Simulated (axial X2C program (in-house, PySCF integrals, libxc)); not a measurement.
# LiV: cheaper levels and CCSD(T), two-component

Calculated with an in-house all-electron X2C program for linear molecules (integrals from PySCF). Two-component (2c) means X2C with spin–orbit coupling and atomic mean-field two-electron Coulomb and Gaunt terms. Basis: V dyall-cv3z [10s10p6d4f2g], Li dyall-cv3z [7s8p2d] (cores contracted in-house); Gaussian nuclei, density fitting, unrestricted open shells. Masses: V 50.944 u, Li 7.016 u.

State: Ω = 4 (⟨Sz⟩ = 2.00, ⟨Lz⟩ = 2.00 at HF); fragments V + Li.

| level | Re (Å) | ωe (cm⁻¹) |
| --- | --- | --- |
| PBE0 | 2.658 | 284.6 |
| HF | 3.022 | 164.8 |
| CCSD | 2.597 | 316.6 |
| r2SCAN0 | 2.690 | 273.8 |

Correlated methods: 6 electrons correlated (number of frozen shells: V 3 s, 2 p; Li 1 s), 254 virtual spin orbitals or spinors in MP2, 81 natural virtuals in coupled cluster.

CCSD(T), same Hamiltonian and basis:

Re = 2.566 Å, ωe = 327.8 cm⁻¹; T1 = 0.105 (Lee–Taylor normalisation).

Problem. Give the differences from CCSD(T) in the columns below.

Solution. 

```json
{"level": "PBE0", "ΔRe (Å)": "0.092", "Δωe (cm⁻¹)": "-43"}
{"level": "HF", "ΔRe (Å)": "0.456", "Δωe (cm⁻¹)": "-163"}
{"level": "CCSD", "ΔRe (Å)": "0.031", "Δωe (cm⁻¹)": "-11"}
{"level": "r2SCAN0", "ΔRe (Å)": "0.124", "Δωe (cm⁻¹)": "-54"}
```

One determinant describes the state; a PBE0 search over occupations chose it and may have missed a lower one. De is not given where an atomic determinant may have missed its ground term or J level, or where the truncated virtual space spoils (T). Density functionals use the spin component along the axis (collinear). CCSD and (T) use frozen natural virtuals with an MP2 correction for the truncation; (T) itself is uncorrected, so its De runs slightly low. PBE0 can misorder states that lie within some tenths of an eV, so this need not be the ground state of the molecule. The nearest other spin-free determinant of the search, M_S = 2, Λ = 1, lies 0.04 eV up at the distance of the search. Without a current term, density functionals place determinants with orbital angular momentum somewhat too high. With several unpaired electrons one determinant need not be a pure state. A state of lower Ω lies just above, and one determinant can place such states too high, so the state shown need not be the lowest. The search has Ω = 1 only 0.01 eV up. The outer-core s and p shells of the metal are frozen in the correlated rows, which leaves out core–valence correlation; for alkali and alkaline-earth bonds that tends to lengthen them. Open-shell Ω = 0 determinants with evenly filled partner blocks cannot be reached by this program, so the Ω shown need not be the lowest component. The determinant is spin-polarised beyond a pure state at some levels (its spin-free form has ⟨S²⟩ too high), which makes Re and μ there less reliable. The T1 diagnostic is large, a sign of multireference character.
